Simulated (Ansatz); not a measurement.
The cluster Rb3⁺, relaxed as a triplet with UKS B3LYP/def2-TZVP in Ansatz, starting from the B3LYP/def2-TZVP geometry of the charge +1 singlet. Force threshold 0.02 eV/Å.

In the def2 sets Rb takes a core potential; there is no spin–orbit coupling. At B3LYP/def2-TZVP a singlet of charge 1 lies 0.47 eV below the triplet, each at its own geometry. The structure comes from a short search, and lower isomers may exist.

Start:

```xyz
3

Rb    1.8203    0.0792    2.0420
Rb   -1.1324    2.3177   -0.9145
Rb   -0.6880   -2.3969   -1.1274
```

```
step  energy (eV)  largest force component (eV/Å)  SCF passes
   1   -1963.6054                           0.251         139
   2   -1963.6268                           0.236          50
   3   -1963.7222                           0.160          58
   4   -1963.7908                           0.124          36
   5   -1963.8455                           0.098          31
   6   -1963.8895                           0.080          35
   7   -1963.9254                           0.066          35
   8   -1963.9553                           0.054          32
   9   -1963.9790                           0.045          30
  10   -1963.9992                           0.036          30
  11   -1964.0166                           0.029          27
  12   -1964.0314                           0.023          25
  13   -1964.0440                           0.020          25
  14   -1964.0537                           0.019          24
  15   -1964.0610                           0.019          23
  16   -1964.0665                           0.018          23
```

Force components are those of the run's own axes.

End:

```xyz
3

Rb    3.1759   -1.8704    3.2608
Rb   -2.9225    2.7531   -2.8455
Rb   -0.2534   -0.8827   -0.4153
```

Bonds lost: Rb1–Rb2 (atoms count from 1).

The force fell under the threshold at step 13, but the optimiser went on and released 0.022 eV more. No frequencies were taken in this run, so the end may be a saddle point.

Hardware: 4 threads of Arm Neoverse V2 on a shared host. Wall time 54 s.
